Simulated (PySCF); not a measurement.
**Al²⁺ (aluminium, charge +2) across methods**

[Ne] 3p1, 2P determinant (an excited configuration). Computed with PySCF 2.14 in ANO-RCC-VTZP (5s4p2d1f, 34 functions), with scalar relativity by spin-free X2C-1e.

```json
{"method": "PBE", "E (hartree)": "-241.5328", "mean ε 2p α (eV)": "-91.517", "mean ε 2p β (eV)": "-91.338", "mean ε 3p α (eV)": "-18.844", "Σ⟨r²⟩ (bohr²)": "10.97", "⟨S²⟩": "0.750"}
{"method": "r2SCAN", "E (hartree)": "-241.6456", "mean ε 2p α (eV)": "-93.282", "mean ε 2p β (eV)": "-93.106", "mean ε 3p α (eV)": "-18.876", "Σ⟨r²⟩ (bohr²)": "11.01", "⟨S²⟩": "0.750"}
{"method": "MN15", "E (hartree)": "-241.6647", "mean ε 2p α (eV)": "-96.622", "mean ε 2p β (eV)": "-96.441", "mean ε 3p α (eV)": "-19.553", "Σ⟨r²⟩ (bohr²)": "10.98", "⟨S²⟩": "0.750"}
{"method": "TPSSh", "E (hartree)": "-241.6819", "mean ε 2p α (eV)": "-93.860", "mean ε 2p β (eV)": "-93.673", "mean ε 3p α (eV)": "-19.116", "Σ⟨r²⟩ (bohr²)": "11.01", "⟨S²⟩": "0.750"}
{"method": "PBE0", "E (hartree)": "-241.5527", "mean ε 2p α (eV)": "-96.379", "mean ε 2p β (eV)": "-96.152", "mean ε 3p α (eV)": "-19.625", "Σ⟨r²⟩ (bohr²)": "11.02", "⟨S²⟩": "0.750"}
{"method": "LDA", "E (hartree)": "-240.5984", "mean ε 2p α (eV)": "-91.564", "mean ε 2p β (eV)": "-91.380", "mean ε 3p α (eV)": "-18.699", "Σ⟨r²⟩ (bohr²)": "10.94", "⟨S²⟩": "0.750"}
{"method": "UHF", "E (hartree)": "-241.22336", "mean ε 2p α (eV)": "-109.67", "mean ε 2p β (eV)": "-109.30", "mean ε 3p α (eV)": "-21.537", "Σ⟨r²⟩ (bohr²)": "11.34", "⟨S²⟩": "0.750"}
{"method": "wB97X", "E (hartree)": "-241.6675", "mean ε 2p α (eV)": "-98.218", "mean ε 2p β (eV)": "-98.081", "mean ε 3p α (eV)": "-21.510", "Σ⟨r²⟩ (bohr²)": "11.07", "⟨S²⟩": "0.750"}
```

Question: Estimate the same row for BHandHLYP.

Answer: E (hartree) = -241.6699; mean ε 2p α (eV) = -101.14; mean ε 2p β (eV) = -100.88; mean ε 3p α (eV) = -20.299; Σ⟨r²⟩ (bohr²) = 11.02; ⟨S²⟩ = 0.750.
